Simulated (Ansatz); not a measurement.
Reactions of C2H7GaO (`C[O][GaH][CH3]`).

Computed with Ansatz on PBE0-D4/def2-TZVP structures; ΔE is electronic, products minus reactants. CCSD(T)/CBS is the MP2 limit (def2-TZVPP, def2-QZVPP) plus CCSD(T) − MP2 in def2-TZVPP, frozen cores. This one scheme is used for every species, atoms too. DFT in def2-TZVPP. No spin–orbit coupling; open shells (•) take unrestricted orbitals. Bonds to Ga are less sure, by a few kJ/mol each and by 10 to 20 or more in all where they break to atoms, as the def2 sets lack core-valence functions. Scalar relativity is left out up to krypton. Each species was taken in one conformer, which may not be the lowest.

```json
{"reaction": "`C[O][GaH][CH3]` + H• → `C[O][Ga][CH3]`• + H₂", "CCSD(T)/CBS(def2) (eV)": "?"}
{"reaction": "`C[O][GaH][CH3]` + ethylmethylamine → `CC[N](C)[GaH][CH3]` + CH₃OH", "CCSD(T)/CBS(def2) (eV)": "0.12"}
{"reaction": "`C[O][GaH][CH3]` + `SS` → `[CH3][GaH][S]S` + CH₃OH", "CCSD(T)/CBS(def2) (eV)": "?"}
{"reaction": "`C[O][GaH][CH3]` + `[F][Ga]([F])[SH]` → `C[S][Ga]([F])[F]` + `C[O][GaH2]`", "CCSD(T)/CBS(def2) (eV)": "0.56"}
{"reaction": "`C[O][GaH][CH3]` + `CB(N)N` → `CNB(C)N` + `C[O][GaH2]`", "CCSD(T)/CBS(def2) (eV)": "0.81"}
{"reaction": "`C[O][GaH][CH3]` + `[OH]`• → `C[O][Ga][CH3]`• + H₂O", "CCSD(T)/CBS(def2) (eV)": "-1.78"}
{"reaction": "`C[O][GaH][CH3]` + `N=C[SiH3]` → `[CH3][GaH]/[N]=C\\[SiH3]` + CH₃OH", "CCSD(T)/CBS(def2) (eV)": "0.36"}
{"reaction": "`C[O][GaH][CH3]` + H–F → `[CH3][GaH][F]` + CH₃OH", "CCSD(T)/CBS(def2) (eV)": "-0.33"}
```

Question: Fill in the missing values. (An estimate is asked.)

Answer: Ansatz gave: `C[O][GaH][CH3]` + H• → `C[O][Ga][CH3]`• + H₂: -1.06 eV; `C[O][GaH][CH3]` + `SS` → `[CH3][GaH][S]S` + CH₃OH: -0.35 eV.

Largest T1 diagnostic: 0.016, for `C[O][Ga][CH3]`•.
